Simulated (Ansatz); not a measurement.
`C[SiH2][AlH][SnH3]` and `C[SiH2][AlH][AlH2]` differ in one atom or group.

Ansatz, PBE0-D4/def2-TZVP geometries, multiplicity 1. Each molecule was computed in one conformer, which needn't be the lowest.

Elements past krypton have def2 core potentials.

| property | `C[SiH2][AlH][SnH3]` |
| --- | --- |
| HOMO energy (PBE/def2-TZVPP) / eV | -6.00 |
| size of the dipole moment (ωB97M-V/def2-TZVPP) / D | 0.93 |
| HOMO–LUMO gap (PBE/def2-TZVPP) / eV | 2.87 |
| size of the dipole moment (B3LYP/def2-TZVPP) / D | 0.96 |
| HOMO–LUMO gap (B3LYP/def2-TZVPP) / eV | 4.20 |
| HOMO energy (ωB97M-V/def2-TZVPP) / eV | -8.84 |

Question: What does the change do to each property? (An estimate is asked.)

Answer: Ansatz gave: 
```tsv
property	`C[SiH2][AlH][AlH2]`	shift
HOMO energy (PBE/def2-TZVPP) / eV	-5.63	0.37
size of the dipole moment (ωB97M-V/def2-TZVPP) / D	0.53	-0.40
HOMO–LUMO gap (PBE/def2-TZVPP) / eV	2.62	-0.25
size of the dipole moment (B3LYP/def2-TZVPP) / D	0.54	-0.42
HOMO–LUMO gap (B3LYP/def2-TZVPP) / eV	3.97	-0.23
HOMO energy (ωB97M-V/def2-TZVPP) / eV	-8.42	0.42
```

With PBE0 the HOMO rises by 0.37 eV and the LUMO rises by 0.12 eV, so the gap narrows by about 0.25 eV. PBE moves the HOMO by 0.37 eV and ωB97M-V by 0.42 eV. Dipoles are sizes alone; their direction can turn.

B3LYP here is the variant with VWN-RPA as its local correlation; programs differ in this.
